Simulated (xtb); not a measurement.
Sc, doublet (GFN-xTB shapes and energies of metal compounds can be far from the true ones); GFN2-xTB (xtb).

xtb was given this input:
```
$ xtb mol.xyz --gfn 2 --uhf 1 --acc 1000 --json

# file mol.xyz
1

Sc     0.00000000     0.00000000     0.00000000
```

It wrote (shortened):

```
   ID    Z sym.   atoms
    1   21 Sc     1

           -------------------------------------------------
          |                Calculation Setup                |
           -------------------------------------------------

           -------------------------------------------------
          |                 G F N 2 - x T B                 |
           -------------------------------------------------

          ...................................................
          :                      SETUP                      :
          :.................................................:
          :  # basis functions                  10          :
          :  # atomic orbitals                   9          :
          :  # shells                            3          :
          :  # electrons                         3          :
          :  max. iterations                   250          :
          :  Hamiltonian                  GFN2-xTB          :
          :  restarted?                      false          :
          :  GBSA solvation                  false          :
          :  PC potential                    false          :
          :  electronic temp.          300.0000000     K    :
          :  accuracy                 1000.0000000          :
          :  -> integral cutoff          0.2000000E+02      :
          :  -> integral neglect         0.1000000E-04      :
          :  -> SCF convergence          0.1000000E-02 Eh   :
          :  -> wf. convergence          0.1000000E+00 e    :
          :  Broyden damping             0.4000000          :
          :  net charge                          0          :
          :  unpaired electrons                  1          :
          ...................................................

 iter      E             dE          RMSdq      gap      omega  full diag
   1     -0.8541833 -0.854183E+00  0.141E+01    0.00       0.0  T
   2     -0.8541833  0.188738E-14  0.113E+01    0.00       0.0  T
   3     -0.8541833 -0.888178E-15  0.871E+00    0.00       0.0  T
   4     -0.8541833 -0.999201E-15  0.697E+00    0.00       0.0  T
   5     -0.8541833 -0.999201E-15  0.537E+00    0.00       0.0  T
   6     -0.8541833  0.288658E-14  0.395E+00    0.00       0.0  T
   7     -0.8541833  0.000000E+00  0.275E+00    0.00       0.0  T
   8     -0.8541833 -0.188738E-14  0.220E+00    0.00       0.0  T
   9     -0.8541833  0.999201E-15  0.176E+00    0.00       0.0  T
  10     -0.8541833  0.888178E-15  0.135E+00    0.00       0.0  T
  11     -0.8541833 -0.888178E-15  0.108E+00    0.00       0.0  T
  12     -0.8541833 -0.999201E-15  0.866E-01    0.00       0.0  T
  13     -0.8541833  0.999201E-15  0.667E-01    0.00       0.0  T

   *** convergence criteria satisfied after 13 iterations ***

         :::::::::::::::::::::::::::::::::::::::::::::::::::::
         ::                     SUMMARY                     ::
         :::::::::::::::::::::::::::::::::::::::::::::::::::::
         :: total energy              -0.854183293246 Eh    ::
         :: gradient norm              0.000000000000 Eh/a0 ::
         :: HOMO-LUMO gap              0.000000000000 eV    ::
         ::.................................................::
         :: SCC energy                -0.854183293246 Eh    ::
         :: -> isotropic ES           -0.008333333330 Eh    ::
         :: -> anisotropic ES          0.000000000000 Eh    ::
         :: -> anisotropic XC         -0.000000000000 Eh    ::
         :: -> dispersion              0.000000000000 Eh    ::
         :: repulsion energy           0.000000000000 Eh    ::
         :: add. restraining           0.000000000000 Eh    ::
         :: total charge              -0.000000000159 e     ::
         :::::::::::::::::::::::::::::::::::::::::::::::::::::

           -------------------------------------------------
          |                Property Printout                |
           -------------------------------------------------

    * Orbital Energies and Occupations

         #    Occupation            Energy/Eh            Energy/eV
      -------------------------------------------------------------
         1        2.0000           -0.3536397              -9.6230
         2        0.2000           -0.1729426              -4.7060 (HOMO)
         3        0.2000           -0.1729426              -4.7060 (LUMO)
         4        0.2000           -0.1729426              -4.7060
         5        0.2000           -0.1729426              -4.7060
         6        0.2000           -0.1729426              -4.7060
         7                         -0.0784840              -2.1357
         8                         -0.0784840              -2.1357
         9                         -0.0784840              -2.1357
      -------------------------------------------------------------
                  HL-Gap            0.0000000 Eh            0.0000 eV
             Fermi-level           -0.2187754 Eh           -5.9532 eV

     #   Z          covCN         q      C6AA      α(0)
     1  21 Sc       0.000    -0.000  1583.810   125.680

 Mol. C6AA /au·bohr⁶  :       1583.810043
 Mol. C8AA /au·bohr⁸  :     207502.024371
 Mol. α(0) /au        :        125.679899

Wiberg/Mayer (AO) data.
largest (>0.10) Wiberg bond orders for each atom

 ---------------------------------------------------------------------------
     #   Z sym  total        # sym  WBO       # sym  WBO       # sym  WBO
 ---------------------------------------------------------------------------
     1  21 Sc   0.000
 ---------------------------------------------------------------------------

molecular dipole:
                 x           y           z       tot (Debye)
 q only:        0.000       0.000       0.000
   full:        0.000       0.000       0.000       0.000
molecular quadrupole (traceless):
                xx          xy          yy          xz          yz          zz
 q only:        0.000       0.000       0.000       0.000       0.000       0.000
  q+dip:        0.000       0.000       0.000       0.000       0.000       0.000
   full:       -0.000       0.000       0.000       0.000       0.000      -0.000

           -------------------------------------------------
          | TOTAL ENERGY               -0.854183293246 Eh   |
          | GRADIENT NORM               0.000000000000 Eh/α |
          | HOMO-LUMO GAP               0.000000000000 eV   |
           -------------------------------------------------

normal termination of xtb
```
